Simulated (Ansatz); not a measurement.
Born–Oppenheimer molecular dynamics of CH7BClNSi (12 atoms, charge 0, multiplicity 1). It goes on from the last frame of an earlier run, with new velocities.

Computed with RKS revPBE/STO-3G in Ansatz 0.2.0.

| Quantity | Value |
| --- | --- |
| ensemble | NVT, Langevin thermostat |
| time step | 0.25 fs |
| steps asked | 166 |
| set temperature | 300 K |
| friction | 0.01 /fs |
| seed | 631329 |

Frames 1.25 fs apart, positions in Å, forces in eV/Å.

Velocities at 2.5 fs (Å/ps):

```
N -2.24 -0.45 -4.40
C 3.40 -1.31 -0.51
B -2.25 -5.04 4.12
Si 2.52 3.84 -0.26
Cl -0.38 -0.12 1.78
H -15.02 16.68 9.20
H 51.18 -9.92 -14.09
H -16.14 8.47 -32.96
H -10.37 4.14 -8.65
H 12.26 8.27 11.25
H 7.33 -14.96 20.95
H -15.14 -13.44 16.28
```

```xyz
12
Properties=species:S:1:pos:R:3:forces:R:3 time_fs=2.5 energy_less_start_eV=-0.075 T=289
N 0.080 1.131 0.571 -0.52 -0.05 -0.29
C -1.246 0.352 0.684 -0.35 -0.07 1.93
B 0.100 -0.494 0.715 0.07 0.53 -0.09
Si 0.791 -1.196 -0.998 -0.68 -0.87 -0.78
Cl 0.810 0.551 -2.242 -0.04 0.64 -0.34
H 0.196 1.459 -0.459 0.47 -0.05 0.42
H 0.302 1.870 1.306 -0.06 -0.28 -0.20
H -1.777 0.546 1.668 0.56 -0.06 -0.80
H -1.937 0.522 -0.145 -0.14 0.04 -0.71
H 0.483 -0.907 1.749 0.02 -0.02 -0.05
H -0.063 -2.100 -1.842 0.45 0.35 0.70
H 2.158 -1.667 -1.154 0.21 -0.16 0.21
12
Properties=species:S:1:pos:R:3:forces:R:3 time_fs=3.8 energy_less_start_eV=-0.078 T=280
N 0.077 1.131 0.565 -0.29 -0.10 -0.06
C -1.242 0.351 0.684 -0.82 0.04 0.55
B 0.098 -0.499 0.720 0.25 0.59 -0.13
Si 0.793 -1.191 -0.998 -0.92 -0.87 -0.44
Cl 0.810 0.551 -2.239 0.00 0.59 -0.44
H 0.180 1.480 -0.446 0.53 -0.13 0.03
H 0.366 1.858 1.285 -0.31 -0.24 0.03
H -1.793 0.558 1.623 0.26 0.05 0.19
H -1.950 0.524 -0.161 0.52 -0.13 -0.17
H 0.496 -0.896 1.762 -0.07 0.04 -0.23
H -0.050 -2.120 -1.810 0.32 0.33 0.52
H 2.141 -1.686 -1.133 0.53 -0.17 0.15
12
Properties=species:S:1:pos:R:3:forces:R:3 time_fs=5.0 energy_less_start_eV=-0.012 T=260
N 0.074 1.131 0.560 -0.01 -0.12 0.26
C -1.239 0.349 0.686 -0.96 0.06 -0.64
B 0.096 -0.503 0.724 0.38 0.66 -0.20
Si 0.795 -1.187 -0.999 -0.90 -0.88 -0.07
Cl 0.810 0.552 -2.236 0.03 0.54 -0.53
H 0.169 1.499 -0.432 0.54 -0.17 -0.39
H 0.428 1.845 1.264 -0.55 -0.25 0.21
H -1.805 0.569 1.585 -0.13 0.19 1.10
H -1.951 0.523 -0.178 0.93 -0.24 0.22
H 0.506 -0.884 1.773 -0.12 0.06 -0.35
H -0.037 -2.138 -1.774 0.15 0.26 0.28
H 2.133 -1.703 -1.110 0.64 -0.12 0.10
12
Properties=species:S:1:pos:R:3:forces:R:3 time_fs=6.2 energy_less_start_eV=0.056 T=210
N 0.071 1.131 0.556 0.36 0.07 0.50
C -1.237 0.347 0.688 -0.85 0.05 -1.10
B 0.095 -0.506 0.727 0.48 0.75 -0.27
Si 0.797 -1.183 -1.000 -0.56 -0.86 0.39
Cl 0.810 0.553 -2.234 0.06 0.49 -0.62
H 0.164 1.519 -0.426 0.50 -0.28 -0.52
H 0.482 1.829 1.251 -0.82 -0.38 0.21
H -1.820 0.579 1.561 -0.35 0.27 1.53
H -1.933 0.515 -0.191 0.93 -0.25 0.27
H 0.513 -0.870 1.781 -0.14 0.06 -0.41
H -0.019 -2.150 -1.733 -0.13 0.06 -0.04
H 2.131 -1.730 -1.085 0.53 0.02 0.07
12
Properties=species:S:1:pos:R:3:forces:R:3 time_fs=7.5 energy_less_start_eV=0.092 T=202
N 0.069 1.132 0.552 0.70 0.27 0.61
C -1.236 0.346 0.691 -0.85 0.14 -0.59
B 0.095 -0.507 0.730 0.47 0.85 -0.47
Si 0.799 -1.178 -1.001 -0.02 -0.95 0.85
Cl 0.810 0.553 -2.231 0.09 0.48 -0.73
H 0.168 1.533 -0.427 0.42 -0.39 -0.43
H 0.524 1.813 1.245 -1.06 -0.50 0.14
H -1.838 0.595 1.558 -0.15 0.17 1.18
H -1.903 0.504 -0.200 0.64 -0.19 0.07
H 0.517 -0.857 1.782 -0.07 0.00 -0.30
H -0.001 -2.162 -1.694 -0.40 -0.15 -0.35
H 2.137 -1.758 -1.056 0.23 0.26 0.03
12
Properties=species:S:1:pos:R:3:forces:R:3 time_fs=8.8 energy_less_start_eV=0.120 T=200
N 0.067 1.133 0.548 0.90 0.30 0.50
C -1.236 0.344 0.693 -0.91 0.34 0.59
B 0.097 -0.506 0.733 0.37 0.98 -0.73
Si 0.800 -1.172 -1.001 0.38 -1.27 1.16
Cl 0.809 0.554 -2.228 0.13 0.49 -0.83
H 0.179 1.539 -0.431 0.32 -0.48 -0.28
H 0.551 1.791 1.240 -1.12 -0.41 0.21
H -1.856 0.615 1.573 0.35 -0.09 0.31
H -1.867 0.493 -0.204 0.13 -0.09 -0.33
H 0.521 -0.843 1.777 0.04 -0.09 -0.07
H 0.009 -2.176 -1.664 -0.49 -0.18 -0.49
H 2.145 -1.784 -1.023 -0.11 0.51 -0.04
12
Properties=species:S:1:pos:R:3:forces:R:3 time_fs=10.0 energy_less_start_eV=0.167 T=161
N 0.067 1.133 0.543 0.85 0.10 0.34
C -1.237 0.342 0.696 -0.81 0.54 1.70
B 0.098 -0.504 0.734 0.27 1.09 -0.96
Si 0.801 -1.167 -1.000 0.52 -1.68 1.32
Cl 0.809 0.554 -2.225 0.16 0.50 -0.91
H 0.193 1.537 -0.437 0.24 -0.49 -0.14
H 0.560 1.764 1.242 -1.00 -0.16 0.36
H -1.869 0.636 1.593 0.78 -0.34 -0.53
H -1.828 0.481 -0.210 -0.41 0.00 -0.74
H 0.531 -0.830 1.766 0.15 -0.19 0.20
H 0.012 -2.194 -1.640 -0.44 -0.06 -0.52
H 2.148 -1.806 -0.987 -0.32 0.70 -0.13
12
Properties=species:S:1:pos:R:3:forces:R:3 time_fs=11.2 energy_less_start_eV=0.188 T=144
N 0.066 1.133 0.538 0.60 -0.25 0.10
C -1.240 0.341 0.699 -0.60 0.67 1.82
B 0.098 -0.500 0.732 0.29 1.06 -0.91
Si 0.802 -1.162 -0.997 0.37 -2.05 1.34
Cl 0.809 0.555 -2.223 0.19 0.53 -0.98
H 0.212 1.528 -0.445 0.16 -0.45 -0.02
H 0.552 1.739 1.246 -0.71 0.21 0.63
H -1.872 0.652 1.603 0.85 -0.44 -0.87
H -1.795 0.469 -0.226 -0.69 0.03 -0.74
H 0.543 -0.823 1.758 0.17 -0.21 0.28
H 0.009 -2.209 -1.623 -0.30 0.14 -0.47
H 2.143 -1.817 -0.959 -0.32 0.77 -0.19
12
Properties=species:S:1:pos:R:3:forces:R:3 time_fs=12.5 energy_less_start_eV=0.169 T=149
N 0.066 1.133 0.535 0.35 -0.54 0.05
C -1.244 0.340 0.706 -0.43 0.67 0.76
B 0.098 -0.494 0.730 0.35 0.96 -0.71
Si 0.803 -1.158 -0.994 0.06 -2.32 1.29
Cl 0.810 0.556 -2.220 0.21 0.54 -1.01
H 0.231 1.512 -0.452 0.10 -0.33 0.03
H 0.533 1.720 1.257 -0.44 0.49 0.77
H -1.863 0.660 1.602 0.59 -0.36 -0.72
H -1.774 0.458 -0.252 -0.59 -0.02 -0.09
H 0.556 -0.820 1.750 0.14 -0.19 0.27
H 0.000 -2.220 -1.607 -0.14 0.36 -0.40
H 2.133 -1.822 -0.936 -0.19 0.74 -0.25
12
Properties=species:S:1:pos:R:3:forces:R:3 time_fs=13.8 energy_less_start_eV=0.154 T=161
N 0.066 1.132 0.532 0.24 -0.63 0.28
C -1.248 0.340 0.713 -0.03 0.48 -0.92
B 0.100 -0.487 0.728 0.35 0.83 -0.49
Si 0.804 -1.155 -0.989 -0.28 -2.45 1.21
Cl 0.810 0.557 -2.219 0.23 0.54 -1.02
H 0.251 1.495 -0.457 0.06 -0.19 0.07
H 0.509 1.708 1.277 -0.33 0.56 0.62
H -1.846 0.664 1.590 0.03 -0.12 -0.08
H -1.763 0.444 -0.278 -0.38 -0.06 0.70
H 0.567 -0.821 1.743 0.11 -0.15 0.24
H -0.011 -2.226 -1.595 0.02 0.52 -0.33
H 2.122 -1.820 -0.911 0.00 0.66 -0.30
12
Properties=species:S:1:pos:R:3:forces:R:3 time_fs=15.0 energy_less_start_eV=0.166 T=152
N 0.067 1.130 0.529 0.27 -0.43 0.87
C -1.252 0.339 0.720 0.71 0.13 -2.65
B 0.103 -0.479 0.725 0.34 0.66 -0.09
Si 0.804 -1.153 -0.983 -0.55 -2.39 1.09
Cl 0.811 0.558 -2.218 0.24 0.53 -0.99
H 0.272 1.481 -0.464 0.00 -0.06 0.12
H 0.481 1.705 1.306 -0.40 0.36 0.09
H -1.829 0.668 1.571 -0.68 0.25 0.89
H -1.758 0.430 -0.293 -0.28 -0.06 1.20
H 0.577 -0.825 1.740 0.04 -0.07 0.10
H -0.020 -2.222 -1.590 0.10 0.55 -0.31
H 2.114 -1.807 -0.892 0.21 0.53 -0.33
12
Properties=species:S:1:pos:R:3:forces:R:3 time_fs=16.2 energy_less_start_eV=0.170 T=168
N 0.068 1.129 0.526 0.30 -0.15 1.44
C -1.258 0.338 0.725 1.16 -0.02 -3.32
B 0.107 -0.469 0.723 0.32 0.40 0.31
Si 0.803 -1.152 -0.978 -0.69 -2.18 1.00
Cl 0.813 0.560 -2.216 0.25 0.52 -0.95
H 0.299 1.468 -0.467 -0.09 0.04 0.17
H 0.451 1.704 1.334 -0.43 0.14 -0.46
H -1.825 0.679 1.564 -0.94 0.40 1.29
H -1.758 0.418 -0.292 -0.32 -0.04 1.24
H 0.583 -0.831 1.739 -0.03 0.02 -0.08
H -0.024 -2.210 -1.591 0.10 0.47 -0.31
H 2.111 -1.791 -0.877 0.38 0.40 -0.34
```

Of the whole run (42 fs, mean temperature of the second half 257 K): The mean temperature of the second half is 14 % below the set value. A run of 0.042 ps of so small a system gives no equilibrium averages. Limits of this set-up: minimal basis.

The run took 5 min on 1 thread of Arm Neoverse V1, with other jobs on the host, peak memory 0.08 GiB.
